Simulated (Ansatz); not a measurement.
Born–Oppenheimer molecular dynamics of AlH5N2O (9 atoms, charge 0, multiplicity 1). It starts from a relaxed structure.

Level of theory: Ansatz, RHF/6-31G*.

| Quantity | Value |
| --- | --- |
| ensemble | NVT, Langevin thermostat |
| time step | 1 fs |
| steps asked | 150 |
| set temperature | 2000 K |
| friction | 0.001 /fs |
| seed | 802913 |

Frames 5 fs apart, positions in Å, forces in eV/Å.

Velocities at 40 fs (Å/ps):

```
Al 1.32 -8.60 -2.89
O 3.43 -1.33 -0.63
H -10.32 79.73 -44.73
N 1.93 -3.38 9.69
H -0.35 -7.17 -8.78
H -45.33 14.55 -54.84
N 7.00 18.61 4.21
H -4.87 -25.28 -16.42
H 32.85 -12.45 44.86
```

```xyz
9
Properties=species:S:1:pos:R:3:forces:R:3 time_fs=40 energy_less_start_eV=1.230 T=1247
Al -0.027 0.078 -0.079 0.65 -1.79 1.84
O 0.073 -0.111 1.735 2.25 -1.15 -0.42
H 0.863 -0.563 2.224 -2.91 1.81 -2.18
N 1.581 -0.169 -0.854 -1.03 2.02 -4.52
H 1.828 0.205 -1.875 -1.06 -1.50 3.66
H 2.414 -0.234 -0.364 1.41 -0.10 0.96
N -1.562 0.015 -1.049 -1.64 1.00 0.65
H -2.305 0.670 -0.791 1.03 0.04 -0.06
H -2.158 -0.753 -1.334 1.31 -0.31 0.06
9
Properties=species:S:1:pos:R:3:forces:R:3 time_fs=45 energy_less_start_eV=1.156 T=1386
Al -0.013 0.030 -0.083 0.38 -0.19 2.70
O 0.074 -0.110 1.710 2.60 0.00 -0.82
H 1.016 -0.200 2.076 -3.02 0.29 -1.18
N 1.563 -0.176 -0.840 3.38 -1.20 6.56
H 1.725 0.064 -1.703 0.79 1.41 -5.92
H 2.582 -0.194 -0.374 -4.09 -0.08 -1.27
N -1.530 0.110 -1.024 -0.34 -1.00 0.14
H -2.339 0.670 -0.818 0.32 -0.05 0.04
H -1.856 -0.854 -1.137 -0.02 0.83 -0.25
9
Properties=species:S:1:pos:R:3:forces:R:3 time_fs=50 energy_less_start_eV=1.545 T=1134
Al 0.009 -0.016 -0.068 -0.51 1.19 1.51
O 0.090 -0.096 1.659 -3.49 -0.62 -1.75
H 0.933 0.110 1.876 3.54 0.69 1.54
N 1.572 -0.189 -0.805 -6.30 0.58 -7.47
H 1.611 -0.026 -1.894 0.26 -0.57 3.71
H 2.382 -0.181 -0.425 6.74 -0.11 2.87
N -1.506 0.188 -0.992 2.69 -1.00 -0.01
H -2.332 0.683 -0.807 -0.93 -0.17 0.36
H -1.563 -0.821 -1.010 -2.01 0.01 -0.76
9
Properties=species:S:1:pos:R:3:forces:R:3 time_fs=55 energy_less_start_eV=1.755 T=1000
Al 0.032 -0.052 -0.040 -0.68 0.98 -0.75
O 0.094 -0.081 1.605 4.26 3.09 3.12
H 0.978 0.526 1.798 -4.05 -2.96 -0.33
N 1.569 -0.199 -0.816 3.49 -0.12 2.04
H 1.550 -0.210 -1.799 1.05 0.08 -0.86
H 2.558 -0.212 -0.312 -3.57 -0.15 -2.43
N -1.450 0.248 -0.961 -2.51 -1.91 -0.12
H -2.402 0.602 -0.736 2.02 0.04 -0.01
H -1.678 -0.766 -1.058 -0.02 0.97 -0.66
9
Properties=species:S:1:pos:R:3:forces:R:3 time_fs=60 energy_less_start_eV=1.326 T=1331
Al 0.051 -0.079 -0.015 -0.47 0.29 -2.98
O 0.124 -0.043 1.585 -3.39 -3.77 2.22
H 0.663 0.608 1.793 3.78 4.25 2.40
N 1.587 -0.206 -0.813 -1.68 -0.15 -2.63
H 1.658 -0.344 -1.808 -0.10 0.30 0.30
H 2.457 -0.298 -0.446 2.57 -0.40 1.44
N -1.411 0.287 -0.938 -0.45 -2.66 -1.40
H -2.261 0.603 -0.611 -1.27 2.03 1.42
H -1.820 -0.603 -1.236 1.02 0.11 -0.78
9
Properties=species:S:1:pos:R:3:forces:R:3 time_fs=65 energy_less_start_eV=0.999 T=1627
Al 0.067 -0.095 -0.017 -0.03 0.24 -1.77
O 0.142 -0.011 1.620 1.42 3.37 3.71
H 0.573 0.832 2.011 -1.46 -3.08 -1.14
N 1.599 -0.217 -0.833 3.97 -1.80 -3.34
H 1.794 -0.481 -1.871 -1.15 1.09 2.99
H 2.537 -0.391 -0.404 -2.01 0.37 -0.24
N -1.398 0.302 -0.926 -1.77 0.08 0.67
H -2.092 0.848 -0.337 1.04 -1.66 -1.84
H -1.806 -0.382 -1.581 -0.02 1.40 0.96
9
Properties=species:S:1:pos:R:3:forces:R:3 time_fs=70 energy_less_start_eV=1.032 T=1644
Al 0.086 -0.103 -0.033 0.51 0.63 0.04
O 0.163 0.036 1.692 0.43 2.88 1.53
H 0.344 0.863 2.276 -0.66 -3.13 -2.40
N 1.643 -0.250 -0.887 0.30 0.57 8.09
H 1.756 -0.451 -1.764 1.26 -1.40 -5.87
H 2.452 -0.486 -0.249 -1.52 0.42 -2.00
N -1.408 0.313 -0.909 2.60 -1.14 1.16
H -1.875 0.897 -0.293 -2.07 1.01 0.16
H -1.793 0.052 -1.765 -0.85 0.16 -0.71
9
Properties=species:S:1:pos:R:3:forces:R:3 time_fs=75 energy_less_start_eV=1.728 T=1216
Al 0.105 -0.098 -0.046 0.64 1.24 1.74
O 0.179 0.090 1.772 0.33 -6.34 -7.67
H 0.133 0.730 2.337 -0.47 5.61 4.54
N 1.672 -0.286 -0.905 -3.42 0.29 -5.26
H 1.818 -0.466 -2.007 -0.25 0.53 4.67
H 2.355 -0.558 -0.318 3.37 -1.21 1.37
N -1.400 0.317 -0.887 -3.23 3.01 -1.55
H -1.958 0.986 -0.315 0.83 -1.37 -0.07
H -1.822 0.628 -1.836 2.19 -1.75 2.24
9
Properties=species:S:1:pos:R:3:forces:R:3 time_fs=80 energy_less_start_eV=1.702 T=1169
Al 0.130 -0.082 -0.049 0.21 1.36 2.31
O 0.196 0.110 1.804 -1.45 2.64 0.58
H -0.154 0.848 2.519 1.57 -3.58 -4.07
N 1.669 -0.322 -0.941 2.23 -1.28 6.52
H 1.909 -0.473 -1.826 0.29 -0.48 -4.52
H 2.556 -0.726 -0.406 -3.21 1.59 -1.30
N -1.418 0.357 -0.884 0.00 0.11 2.02
H -2.008 0.896 -0.273 -0.18 -0.67 0.55
H -1.485 0.922 -1.670 0.55 0.32 -2.11
9
Properties=species:S:1:pos:R:3:forces:R:3 time_fs=85 energy_less_start_eV=1.460 T=1438
Al 0.158 -0.055 -0.033 -0.43 0.72 2.07
O 0.205 0.135 1.813 1.08 -1.38 -3.60
H -0.378 0.670 2.293 -0.88 0.70 0.43
N 1.683 -0.372 -0.934 -3.81 1.16 -5.43
H 1.905 -0.503 -1.994 -1.63 0.67 3.08
H 2.455 -0.697 -0.567 4.63 -1.79 3.11
N -1.434 0.415 -0.875 3.43 -0.02 -0.87
H -2.072 0.720 -0.162 -0.22 0.98 -0.98
H -1.074 1.078 -1.643 -2.17 -1.04 2.18
9
Properties=species:S:1:pos:R:3:forces:R:3 time_fs=90 energy_less_start_eV=0.948 T=1878
Al 0.182 -0.022 -0.001 0.11 -0.13 1.03
O 0.213 0.152 1.775 -1.28 0.43 -1.36
H -0.596 0.597 2.097 1.39 -0.78 -0.34
N 1.685 -0.434 -0.952 0.54 -0.22 1.33
H 1.648 -0.395 -1.981 0.83 -0.41 1.57
H 2.602 -0.733 -0.459 -2.64 0.95 -2.18
N -1.391 0.459 -0.862 0.64 -1.43 2.17
H -2.193 0.709 -0.257 1.22 0.12 -1.24
H -1.007 1.206 -1.370 -0.81 1.48 -0.99
9
Properties=species:S:1:pos:R:3:forces:R:3 time_fs=95 energy_less_start_eV=1.272 T=1658
Al 0.203 0.009 0.043 0.82 -0.39 -1.55
O 0.217 0.174 1.721 -4.75 1.09 1.14
H -0.811 0.445 1.881 4.61 -1.13 -0.12
N 1.664 -0.492 -0.946 -1.74 0.54 2.34
H 1.571 -0.384 -1.912 0.51 -0.15 -1.25
H 2.580 -0.694 -0.601 -0.15 0.08 -0.40
N -1.328 0.494 -0.827 1.52 3.88 -1.66
H -2.205 0.787 -0.487 -1.07 -0.99 1.08
H -1.127 1.486 -1.254 0.25 -2.94 0.43
```

Of the whole run (150 fs, mean temperature of the second half 1425 K): The mean temperature of the second half is 29 % below the set value. A run of 0.15 ps of so small a system gives no equilibrium averages.

Time of the run: 2.5 min on 1 thread of Intel(R) Xeon(R) Platinum 8488C (Sapphire Rapids) (shared host), peak memory 0.16 GiB.
